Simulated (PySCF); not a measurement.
A run for PySCF: R-MP2/6-31G* on F2Si (SMILES F[Si]F), 2S+1 = 1, a spin state set in the input, which need not be the lowest.

```python
from pyscf import gto, scf, dft, mp
from pyscf.data.elements import chemcore

mol = gto.M(
    atom='''
    F    -1.23895804   -0.45010427    0.00000000
    Si   -0.00055932    0.57716124    0.00000000
    F     1.23982810   -0.44770210    0.00000000
    ''',
    basis='6-31g*',
    cart=True,
    charge=0, spin=0, verbose=3, max_memory=1800)
mf = scf.RHF(mol)
mf.conv_tol = 1e-8
mf.max_cycle = 100
mf.kernel()
if not mf.converged:
    mf = mf.newton().run(mf.mo_coeff, mf.mo_occ)
pt = mp.MP2(mf, frozen=chemcore(mol)).run()
```

Program output:

```
converged SCF energy = -487.884190175332
E(RMP2) = -488.304326163009  E_corr = -0.420135987676672
E(SCS-RMP2) = -488.289020210354  E_corr = -0.40483003502195
```

Self-consistency was reached.

Cost: around 0.21 core-seconds (rough).
